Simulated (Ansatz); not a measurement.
A short molecular-dynamics run on CH7NO3Zr (`C[O][Zr]([NH2])([OH])[OH]`).

```yaml
crystal:
  periodic: [false, false, false]
  atoms:
    - {symbol: C, position_ang: [-1.999205, 1.330640, -0.323919]}
    - {symbol: O, position_ang: [-0.717442, 0.831896, -0.155188]}
    - {symbol: Zr, position_ang: [0.862148, -0.239483, 0.102073]}
    - {symbol: N, position_ang: [0.367427, -2.216215, 0.279024]}
    - {symbol: O, position_ang: [1.979349, -0.072477, -1.470884]}
    - {symbol: O, position_ang: [1.695951, 0.289146, 1.768174]}
    - {symbol: H, position_ang: [-2.474689, 0.899331, -1.212537]}
    - {symbol: H, position_ang: [-1.975967, 2.419770, -0.445749]}
    - {symbol: H, position_ang: [-2.628130, 1.099028, 0.543595]}
    - {symbol: H, position_ang: [0.302815, -2.877289, -0.482254]}
    - {symbol: H, position_ang: [0.159195, -2.696156, 1.143332]}
    - {symbol: H, position_ang: [2.423134, 0.355469, -2.196269]}
    - {symbol: H, position_ang: [2.005413, 0.876350, 2.450622]}
basis:
  gaussian: {orbitals: def2-SVP}
hamiltonian: {xc: {name: revPBE}}
md: {timestep: 0.5 fs, n_steps: 50, ensemble: nvt_langevin, temperature: 1000, initial_velocities: maxwell_boltzmann, friction: 0.01, seed: 485}
```

```sh
$ ansatz run in.yaml --threads 2 --pin off --events-out ev --progress --plain --max-ram 22528MiB --backend cpu
```

```csv
step,time (fs),potential energy (eV),kinetic (eV),T (K),conserved (eV)
0,0.0,-10060.1935,1.5511,923,–
1,0.5,-10060.1543,1.5739,937,–
2,1.0,-10060.1023,1.4697,875,–
3,1.5,-10060.0581,1.3524,805,–
4,2.0,-10060.0308,1.3221,787,–
5,2.5,-10060.0163,1.2474,742,–
6,3.0,-10059.9983,1.3593,809,–
7,3.5,-10059.9619,1.2988,773,–
8,4.0,-10059.9111,1.2599,750,–
9,4.5,-10059.8560,1.1840,705,–
10,5.0,-10059.8046,1.1384,677,–
11,5.5,-10059.7602,1.0817,644,–
12,6.0,-10059.7301,1.0148,604,–
13,6.5,-10059.7204,1.0323,614,–
14,7.0,-10059.7318,1.0285,612,–
15,7.5,-10059.7573,1.0410,619,–
16,8.0,-10059.7836,1.1485,683,–
17,8.5,-10059.7944,1.2218,727,–
18,9.0,-10059.7836,1.2266,730,–
19,9.5,-10059.7662,1.2009,715,–
20,10.0,-10059.7607,1.1604,691,–
21,10.5,-10059.7676,1.2157,723,–
22,11.0,-10059.7715,1.2386,737,–
23,11.5,-10059.7574,1.2085,719,–
24,12.0,-10059.7263,1.2117,721,–
25,12.5,-10059.6899,1.1522,686,–
26,13.0,-10059.6628,1.1129,662,–
27,13.5,-10059.6513,1.0532,627,–
28,14.0,-10059.6590,1.0380,618,–
29,14.5,-10059.6842,1.0587,630,–
30,15.0,-10059.7170,1.0403,619,–
31,15.5,-10059.7443,1.0203,607,–
32,16.0,-10059.7487,1.0242,610,–
33,16.5,-10059.7109,1.0496,625,–
34,17.0,-10059.6381,1.0014,596,–
35,17.5,-10059.5686,0.9153,545,–
36,18.0,-10059.5499,0.8756,521,–
37,18.5,-10059.6088,0.9089,541,–
38,19.0,-10059.7115,1.0277,612,–
39,19.5,-10059.7991,1.1204,667,–
40,20.0,-10059.8281,1.1208,667,–
41,20.5,-10059.7871,1.1229,668,–
42,21.0,-10059.6931,1.0329,615,–
43,21.5,-10059.5816,0.9662,575,–
44,22.0,-10059.4941,0.8956,533,–
45,22.5,-10059.4558,0.9126,543,–
46,23.0,-10059.4721,0.8870,528,–
47,23.5,-10059.5351,0.9199,547,–
48,24.0,-10059.6218,1.0373,617,–
49,24.5,-10059.7087,1.1968,712,–
50,25.0,-10059.7529,1.2003,714,–
```

Velocities are drawn at the set temperature; a run this short doesn't reach equilibrium.

Frames (Å, forces in eV/Å):

```xyz
13
time=0.0 fs
C    -1.999    1.331   -0.324    0.263   -0.094    0.034
O    -0.717    0.832   -0.155   -0.038    0.177   -0.022
Zr    0.862   -0.239    0.102    0.218   -0.194    0.040
N     0.367   -2.216    0.279    0.113    0.452   -0.040
O     1.979   -0.072   -1.471   -0.087   -0.282    0.140
O     1.696    0.289    1.768   -0.059   -0.309   -0.090
H    -2.475    0.899   -1.213   -0.344   -0.204   -0.503
H    -1.976    2.420   -0.446   -0.074    0.631   -0.078
H    -2.628    1.099    0.544   -0.429   -0.093    0.469
H     0.303   -2.877   -0.482   -0.064   -0.512   -0.513
H     0.159   -2.696    1.143   -0.162   -0.389    0.593
H     2.423    0.355   -2.196    0.386    0.341   -0.606
H     2.005    0.876    2.451    0.275    0.475    0.576
13
time=2.0 fs
C    -1.981    1.332   -0.339    1.105    1.720    1.359
O    -0.698    0.844   -0.130   -0.462    0.089   -0.389
Zr    0.859   -0.240    0.095    0.414   -0.141    1.080
N     0.362   -2.205    0.279   -0.061   -0.534   -1.719
O     1.956   -0.083   -1.455    0.296   -0.159   -0.450
O     1.702    0.287    1.772   -0.563   -0.805   -0.932
H    -2.457    0.940   -1.203   -0.815   -0.995   -1.475
H    -1.880    2.446   -0.532   -0.502   -0.422    0.364
H    -2.585    1.118    0.568   -0.377    0.277   -0.076
H     0.237   -2.891   -0.506    0.102    0.539    0.733
H     0.203   -2.677    1.145   -0.244   -0.698    1.055
H     2.413    0.244   -2.221    0.435    0.289   -0.690
H     2.103    0.781    2.462    0.673    0.839    1.140
13
time=4.0 fs
C    -1.962    1.339   -0.352    0.714    1.884    0.293
O    -0.681    0.854   -0.105   -0.953    0.130   -0.691
Zr    0.856   -0.242    0.089    0.616   -0.074    1.900
N     0.352   -2.197    0.270   -0.408   -1.481   -0.469
O     1.939   -0.095   -1.446    1.470    0.375   -2.471
O     1.710    0.283    1.772    0.762    0.524    1.150
H    -2.481    0.946   -1.246    0.010   -0.581   -0.121
H    -1.804    2.465   -0.605   -0.820   -1.005    0.649
H    -2.552    1.150    0.581   -0.374    0.477   -0.435
H     0.169   -2.882   -0.511    0.179    0.590    0.963
H     0.251   -2.671    1.184   -0.052   -0.033   -0.406
H     2.405    0.143   -2.279   -0.403   -0.202    0.782
H     2.215    0.720    2.512   -0.741   -0.605   -1.142
13
time=6.0 fs
C    -1.940    1.348   -0.362    0.153    1.436   -1.195
O    -0.670    0.864   -0.083   -1.051    0.154   -0.822
Zr    0.855   -0.244    0.083    0.736    0.007    2.599
N     0.335   -2.190    0.260   -0.060   -0.794    1.911
O     1.924   -0.105   -1.444    1.665    0.278   -2.880
O     1.720    0.278    1.778    1.230    0.612    1.561
H    -2.504    0.920   -1.290    0.817   -0.028    1.152
H    -1.775    2.460   -0.649   -0.808   -0.902    0.602
H    -2.519    1.201    0.567   -0.724    0.377   -0.093
H     0.104   -2.848   -0.468   -0.186   -0.693   -0.358
H     0.309   -2.658    1.219   -0.083    0.431   -1.465
H     2.376    0.031   -2.308   -0.362   -0.079    0.789
H     2.304    0.647    2.528   -1.326   -0.799   -1.802
13
time=8.0 fs
C    -1.922    1.358   -0.374   -0.350    0.179   -1.312
O    -0.663    0.875   -0.066   -1.025    0.154   -0.797
Zr    0.855   -0.245    0.079    0.857    0.019    3.042
N     0.319   -2.188    0.260    0.328    0.083    2.069
O     1.916   -0.118   -1.451    1.315    0.132   -2.274
O     1.733    0.274    1.790   -0.368   -0.386   -0.589
H    -2.506    0.901   -1.292    0.997    0.011    1.303
H    -1.780    2.408   -0.683   -0.426    0.533    0.161
H    -2.518    1.274    0.538   -0.849    0.193    0.265
H     0.043   -2.838   -0.437   -0.433   -1.238   -0.844
H     0.373   -2.626    1.218   -0.219    0.151   -1.120
H     2.334   -0.086   -2.322    0.042    0.067    0.060
H     2.338    0.553    2.484    0.131    0.099    0.035
13
time=10.0 fs
C    -1.912    1.366   -0.391   -0.453   -0.366    0.943
O    -0.657    0.883   -0.046   -1.248    0.371   -0.783
Zr    0.854   -0.244    0.076    0.958   -0.006    3.254
N     0.305   -2.186    0.264   -0.307   -0.352   -0.795
O     1.905   -0.132   -1.464    1.024    0.141   -1.705
O     1.743    0.270    1.804   -2.599   -1.088   -2.936
H    -2.470    0.883   -1.226    0.273   -0.645    0.056
H    -1.805    2.378   -0.721   -0.007    1.660   -0.308
H    -2.547    1.354    0.530   -0.227    0.070   -0.303
H    -0.042   -2.866   -0.436    0.170    0.089    0.583
H     0.429   -2.584    1.188   -0.155   -0.644    0.370
H     2.302   -0.214   -2.329    0.311    0.048   -0.501
H     2.377    0.460    2.435    2.258    0.722    2.126
13
time=12.0 fs
C    -1.905    1.374   -0.403   -0.112    1.260    2.299
O    -0.657    0.889   -0.028   -1.447    0.761   -0.716
Zr    0.855   -0.242    0.074    1.050    0.012    3.174
N     0.294   -2.181    0.269   -1.185   -0.631   -3.129
O     1.897   -0.144   -1.480    1.267    0.001   -2.313
O     1.749    0.268    1.812    0.396   -0.277   -0.063
H    -2.428    0.837   -1.157   -0.620   -1.350   -1.224
H    -1.856    2.407   -0.772    0.278    0.584   -0.198
H    -2.580    1.441    0.513    0.272   -0.181   -0.559
H    -0.131   -2.891   -0.421    0.802    1.105    1.525
H     0.474   -2.553    1.161    0.125   -1.327    1.815
H     2.282   -0.349   -2.349   -0.031    0.169    0.248
H     2.489    0.410    2.455   -0.796   -0.126   -0.859
13
time=14.0 fs
C    -1.898    1.382   -0.403   -0.422    2.087    0.790
O    -0.658    0.895   -0.013   -1.427    1.090   -0.590
Zr    0.856   -0.240    0.073    1.225   -0.023    2.924
N     0.281   -2.176    0.269   -0.756   -1.292   -0.891
O     1.893   -0.155   -1.502    1.464   -0.413   -2.981
O     1.757    0.265    1.818    1.933   -0.086    1.033
H    -2.403    0.762   -1.134   -0.405   -0.703   -0.664
H    -1.907    2.460   -0.826    0.575   -1.026    0.143
H    -2.582    1.523    0.478    0.123   -0.421   -0.073
H    -0.198   -2.895   -0.361    0.788    0.980    1.220
H     0.533   -2.566    1.187   -0.254   -0.431   -0.120
H     2.256   -0.477   -2.375   -0.459    0.573    1.271
H     2.577    0.384    2.458   -2.385   -0.336   -2.062
13
time=16.0 fs
C    -1.890    1.395   -0.402   -1.159    0.881   -1.221
O    -0.661    0.899    0.002   -1.196    1.250   -0.368
Zr    0.856   -0.238    0.074    1.480   -0.018    2.492
N     0.269   -2.173    0.264    0.728   -0.780    2.012
O     1.896   -0.167   -1.532    0.733   -0.168   -1.534
O     1.768    0.264    1.828    0.014   -0.409   -0.677
H    -2.383    0.671   -1.150    0.264    0.842    0.610
H    -1.926    2.485   -0.851    0.775   -1.501    0.127
H    -2.593    1.571    0.436   -0.094   -0.546    0.465
H    -0.245   -2.870   -0.268   -0.167   -0.326   -0.066
H     0.587   -2.597    1.213   -0.749    0.503   -1.767
H     2.224   -0.576   -2.358   -0.116    0.319    0.449
H     2.573    0.361    2.383   -0.513   -0.045   -0.522
13
time=18.0 fs
C    -1.888    1.410   -0.404   -1.152   -0.358   -2.025
O    -0.668    0.909    0.013   -0.640    1.109   -0.107
Zr    0.856   -0.239    0.075    1.399    0.234    2.035
N     0.259   -2.170    0.262    1.526    0.165    2.382
O     1.900   -0.182   -1.561   -0.016    0.507    0.176
O     1.775    0.266    1.835   -4.290   -0.898   -3.474
H    -2.348    0.607   -1.153    0.272    1.639    1.013
H    -1.920    2.472   -0.873    0.800   -1.182   -0.087
H    -2.605    1.604    0.401   -0.321   -0.561    0.834
H    -0.303   -2.846   -0.184   -1.128   -1.249   -0.942
H     0.616   -2.620    1.168   -0.559    0.550   -1.255
H     2.170   -0.672   -2.331    0.314   -0.364   -0.710
H     2.545    0.343    2.295    3.795    0.409    2.161
13
time=20.0 fs
C    -1.891    1.425   -0.416   -1.003   -1.351   -0.736
O    -0.677    0.923    0.021    0.100    0.783    0.190
Zr    0.857   -0.241    0.078    1.075    0.623    1.476
N     0.256   -2.166    0.262   -0.787   -0.632   -0.659
O     1.902   -0.197   -1.585    0.128   -0.129   -0.445
O     1.771    0.270    1.833   -0.789   -0.526   -1.304
H    -2.295    0.590   -1.103   -0.292    1.369    0.283
H    -1.879    2.429   -0.893    0.556   -0.084   -0.531
H    -2.636    1.599    0.390    0.036   -0.408    0.443
H    -0.389   -2.873   -0.134    0.144    0.496   -0.118
H     0.628   -2.622    1.078    0.495   -0.470    1.022
H     2.120   -0.777   -2.341   -0.031    0.285    0.303
H     2.625    0.342    2.270    0.370    0.045    0.076
13
time=22.0 fs
C    -1.895    1.439   -0.428   -0.552   -2.435    0.929
O    -0.685    0.939    0.029    0.867    0.328    0.477
Zr    0.858   -0.242    0.082    0.703    0.906    0.797
N     0.256   -2.166    0.261   -2.763   -1.197   -2.422
O     1.908   -0.214   -1.609    0.085   -0.767   -0.805
O     1.765    0.278    1.824    2.466   -0.314    0.326
H    -2.255    0.605   -1.051   -0.888    0.373   -0.861
H    -1.823    2.372   -0.919    0.267    1.627   -1.182
H    -2.661    1.548    0.374    0.130    0.082    0.318
H    -0.480   -2.892   -0.102    1.469    1.818    0.491
H     0.640   -2.629    1.031    1.164   -1.242    2.221
H     2.070   -0.867   -2.351   -0.185    0.942    1.059
H     2.725    0.320    2.249   -2.763   -0.123   -1.348
13
time=24.0 fs
C    -1.900    1.445   -0.436    0.197   -0.826    1.001
O    -0.690    0.956    0.037    1.308   -0.140    0.647
Zr    0.861   -0.243    0.086    0.359    0.908    0.248
N     0.247   -2.172    0.257   -1.279   -1.887    0.072
O     1.919   -0.236   -1.631   -0.190   -0.724   -0.294
O     1.764    0.287    1.816    2.275   -0.366    0.137
H    -2.236    0.634   -1.037   -1.255   -0.678   -1.698
H    -1.752    2.368   -0.987   -0.251    0.795   -0.416
H    -2.676    1.505    0.363    0.175    0.553    0.169
H    -0.522   -2.860   -0.043    1.121    1.355    0.200
H     0.682   -2.678    1.049    0.076    0.114   -0.013
H     2.032   -0.935   -2.336   -0.111    0.922    0.943
H     2.733    0.300    2.183   -2.425   -0.026   -0.996
13
time=25.0 fs
C    -1.902    1.449   -0.439    0.327   -0.288    0.185
O    -0.692    0.965    0.041    1.387   -0.343    0.625
Zr    0.862   -0.242    0.088    0.214    0.834    0.023
N     0.240   -2.178    0.257    0.303   -1.404    1.403
O     1.926   -0.247   -1.642   -0.425   -0.046    0.616
O     1.766    0.290    1.812    0.627   -0.407   -0.548
H    -2.243    0.640   -1.061   -1.048   -0.421   -1.383
H    -1.721    2.382   -1.031   -0.568   -0.064    0.299
H    -2.679    1.491    0.366    0.225    0.701   -0.014
H    -0.526   -2.823    0.003    0.104    0.424   -0.215
H     0.707   -2.704    1.064   -0.450    0.739   -0.963
H     2.014   -0.953   -2.313    0.012    0.246    0.242
H     2.698    0.288    2.139   -0.708    0.027   -0.270
```

Hardware: 2 threads of an AMD EPYC 7R13 on a shared host. Wall time 2.4 min, peak host memory 0.73 GiB.
